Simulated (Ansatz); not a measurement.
Reaction (SMILES): [SeH] (SeH) → H atom + Se atom
B3LYP-D3(BJ)/def2-TZVP geometries, fixed; electronic energies without zero-point terms.
Largest species:
```
Se
H 1 1.4749
```
Charge 0, spin multiplicity 2.

Basis-set convergence of the atomisation energy at PBE0 with Ansatz (a program for electronic structure). All functions are spherical. The program fits the integrals of some runs and decomposes those of others, by size. Open shells are unrestricted. No added dispersion term, no relativity. Functions are those of the species that has most. Reference: the value in aug-cc-pV5Z, 77.42 kcal/mol, itself unsure by roughly 0.06 kcal/mol (its mean distance from pcseg-4, aug-pcseg-3, aug-cc-pVQZ). Deviations are taken from unrounded values.

| basis | functions | atomisation energy (kcal/mol) | minus reference (kcal/mol) |
|---|---|---|---|
| pcseg-0 | 24 | 66.67 | -10.75 |
| pcseg-1 | 32 | 76.13 | -1.29 |
| def2-SV(P) | 34 | 74.24 | -3.18 |
| def2-SVP | 37 | 76.92 | -0.49 |
| aug-cc-pVDZ | 45 | 76.77 | -0.65 |
| def2-TZVP | 54 | 77.03 | -0.39 |
| pcseg-2 | 57 | 77.05 | -0.37 |
| def2-TZVPP | 62 | 77.32 | -0.09 |
| aug-cc-pVTZ | 82 | 77.25 | -0.17 |
| pcseg-3 | 101 | 77.33 | -0.09 |
| def2-QZVP | 105 | 77.34 | -0.08 |
| def2-QZVPP | 119 | 77.37 | -0.05 |
| aug-cc-pVQZ | 139 | 77.37 | -0.05 |
| pcseg-4 | 172 | 77.37 | -0.05 |
| aug-cc-pV5Z | 220 | 77.42 | 0.00 |

The smallest set listed that lies within 1 kcal/mol of the reference with all its larger relatives (same family, alike in diffuse functions; a set with none counts only in the reference's own line) is def2-SVP (37 functions, -0.49 kcal/mol off).
